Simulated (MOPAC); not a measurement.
Job for MOPAC: PM6 on ClFSn (SMILES [F][Sn][Cl]), a point of a bond scan (R = 5.269 Å).

```
PM6 1SCF PRECISE CHARGE=0 THREADS=1
ClFSn

Sn     0.19089247 1     0.14887198 1     0.49762971 1
F      2.12505240 1     3.58850115 1    -2.99334822 1
Cl    -1.04175619 1    -1.19111043 1    -1.04256235 1
```

Program output:

```
*******************************************************************************
 **                                                                           **
 **                              MOPAC v23.2.5                                **
 **                                                                           **
 *******************************************************************************
 ** MOPAC's Digital Object Identifier: https://doi.org/10.5281/zenodo.6511958 **
 **                                                                           **
 ** Please cite the open-source release paper for use of this MOPAC version:  **
 ** J. E. Moussa and J. J. P. Stewart (2026)                                  **
 ** MOPAC: An open-source semiempirical molecular orbital program             **
 ** J. Open Source Softw., 11(119), 8025, https://doi.org/10.21105/joss.08025 **
 *******************************************************************************

                              PM6 CALCULATION RESULTS

 *******************************************************************************
 *  PM6        - The PM6 Hamiltonian to be used
 *
 *
 *
 *                 CHARGE ON SYSTEM = 0
 *
 *
 *
 *  PRECISE    - TIGHTER CRITERIA TO BE USED
 *  1SCF       - DO 1 SCF AND THEN STOP
 *  THREADS=1  - MULTI-THREADING NOT USED
 *  T=         - A TIME OF 172800.0 SECONDS REQUESTED
 *  DUMP=N     - RESTART FILE WRITTEN EVERY 7200.0 SECONDS REQUESTED
 *******************************************************************************
PM6 1SCF PRECISE CHARGE=0 THREADS=1
 ClFSn

   ATOM   CHEMICAL          X               Y               Z
  NUMBER   SYMBOL      (ANGSTROMS)     (ANGSTROMS)     (ANGSTROMS)

     1      Sn          0.19089247  *   0.14887198  *   0.49762971  *
     2       F          2.12505240  *   3.58850115  *  -2.99334822  *
     3      Cl         -1.04175619  *  -1.19111043  *  -1.04256235  *



          CARTESIAN COORDINATES

    NO.       ATOM           X           Y           Z

     1        Sn          0.1909      0.1489      0.4976
     2         F          2.1251      3.5885     -2.9933
     3        Cl         -1.0418     -1.1911     -1.0426

 General Reference for PM6:
 "Optimization of Parameters for Semiempirical Methods V: Modification of NDDO Approximations
 and Application to 70 Elements", J. J. P. Stewart, J. Mol. Mod., 13, 1173-1213 (2007)
 URL: https://link.springer.com/article/10.1007/s00894-007-0233-4

           Empirical Formula: Sn F Cl  =     3 atoms



      MOLECULAR POINT GROUP   :   Cs


      RHF CALCULATION, NO. OF DOUBLY OCCUPIED LEVELS = 9


 -------------------------------------------------------------------------------
 PM6 1SCF PRECISE CHARGE=0 THREADS=1
 ClFSn



     1SCF WAS SPECIFIED, SO BFGS WAS NOT USED
     SCF FIELD WAS ACHIEVED


                              PM6 CALCULATION
                                                       MOPAC v23.2.5 Linux




          FINAL HEAT OF FORMATION =         53.77984 KCAL/MOL =     225.01484 KJ/MOL


          COSMO AREA              =        138.70 SQUARE ANGSTROMS
          COSMO VOLUME            =        115.77 CUBIC ANGSTROMS

          IONIZATION POTENTIAL    =          6.835464 EV
          HOMO LUMO ENERGIES (EV) =         -6.835 -4.094
          NO. OF FILLED LEVELS    =          9
          MOLECULAR WEIGHT        =        173.1414         POINT GROUP:  Cs

          MOLECULAR DIMENSIONS (Angstroms)

            Atom       Atom       Distance
           Cl     3    F     2     6.05631
           Sn     1   Cl     3     2.05739
            F     2   Cl     3     0.00000


          SCF CALCULATIONS        =          1





   ATOM   CHEMICAL          X               Y               Z
  NUMBER   SYMBOL      (ANGSTROMS)     (ANGSTROMS)     (ANGSTROMS)

     1      Sn          0.19089247  *   0.14887198  *   0.49762971  *
     2       F          2.12505240  *   3.58850115  *  -2.99334822  *
     3      Cl         -1.04175619  *  -1.19111043  *  -1.04256235  *

                             CARTESIAN COORDINATES

   1   Sn        0.190892470     0.148871980     0.497629710
   2    F        2.125052400     3.588501150    -2.993348220
   3   Cl       -1.041756190    -1.191110430    -1.042562350


           Empirical Formula: Sn F Cl  =     3 atoms



      MOLECULAR POINT GROUP   :   Cs


                  EIGENVALUES
 -30.19735 -28.31888 -16.75058 -13.39418 -13.37490 -12.29287  -8.28176  -8.28113
  -6.83546  -4.09422  -3.99461  -2.41028  88.33163  88.56617  88.61779  89.42672
  89.42757


              NET ATOMIC CHARGES AND DIPOLE CONTRIBUTIONS

  ATOM NO.   TYPE          CHARGE      No. of ELECS.   s-Pop       p-Pop       d-Pop
    1         Sn           1.140316        2.8597     1.93577     0.92391
    2          F          -0.806784        7.8068     2.00000     5.80678
    3         Cl          -0.333532        7.3335     1.99764     5.33409     0.00180
 DIPOLE           X         Y         Z       TOTAL
 POINT-CHG.    -5.520   -11.182    15.995    20.282
 HYBRID        -0.940    -0.861    -1.883     2.274
 SUM           -6.460   -12.044    14.112    19.645


          ATOMIC ORBITAL ELECTRON POPULATIONS

     Atom    s        px        py        pz      x^2-y^2     xz        z^2       yz        xy
    1 Sn   1.93577   0.21957   0.27998   0.42436
    2  F   2.00000   1.97298   1.91591   1.91789
    3 Cl   1.99764   1.80289   1.78228   1.74892   0.00013   0.00050   0.00025   0.00056   0.00036

 **********************
 *                    *
 * JOB ENDED NORMALLY *
 *                    *
 **********************




 == MOPAC DONE ==
```

The run finished.

Cost: roughly 0.04 core-seconds.
